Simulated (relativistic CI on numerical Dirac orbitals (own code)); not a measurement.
What each ingredient does to the levels of La39+

Base calculation: Dirac-Coulomb-Breit CI, KLI orbitals optimised for each configuration, model QED (radiative potential, 1s self-energy scaled to tabulated hydrogen-like ionisation energies), unscaled Slater integrals.

CI space (outside the closed core [Ne]): 3s²3p⁶, 3s²3p⁵3d, 3s3p⁶3d, 3s²3p⁵4s, 3s²3p⁵4p, 3s²3p⁵4d, 3p⁶3d4p, 3s3p⁶4s, 3p⁶3d², 3p⁵3d³, 3p⁵3d²4s, 3p⁵3d²4p, 3p⁵3d²4d, 3p⁶3d4s, 3p⁵3d4s², 3p⁵3d4s4p, 3p⁵3d4s4d. Double excitations out of closed p, d and f shells are left out; levels of such configurations are missing from the list, as are those of other unlisted configurations, and high levels can miss mixing partners.

The lowest level and the first level of each name with at least 55 % of one term (blank where a level has no safe partner in the second run):

```
        Level  Base (eV)  Shift (eV)
   3s²3p⁶ ¹S0      0.000       0.000
3s²3p⁵3d ³P°0    168.222      +1.473
3s²3p⁵3d ³P°1    174.653      +1.028
3s²3p⁵3d ³F°3    179.943      +0.291
3s²3p⁵3d ³F°4    197.052      +0.723
3s²3p⁵3d ³D°3    209.362      -0.489
3s²3p⁵3d ³F°2    276.616      +0.446
3s²3p⁵3d ¹P°1    309.401      -3.587
  3s3p⁶3d ³D1    424.997      +0.330
  3s3p⁶3d ³D2    428.861      +0.075
  3s3p⁶3d ³D3    447.339      +0.338
  3s3p⁶3d ¹D2    458.323      -0.854
   3p⁶3d² ³F2    861.557      +0.435
   3p⁶3d² ³P0    877.713      -0.980
```

At this charge energies of transitions that change n are usually good to better than 1 %, and those within a shell (Δn = 0) to a few per cent.

(1) One thing was changed in a second run, which moved the levels as shown. Which?
A. configuration mixing switched off
B. valence Slater integrals scaled by 0.9
C. Breit term removed
D. QED terms removed

Results:

(1) B. Valence Slater integrals scaled by 0.9. Scaling acts on the splittings between terms and on the mixing, and leaves the fine structure of pure LS terms nearly alone; in jj coupling it moves the levels of one term differently.

LS names give the leading component of a level, which can be under half, so a name can repeat, a term be missing and a line seem to break the LS rules.
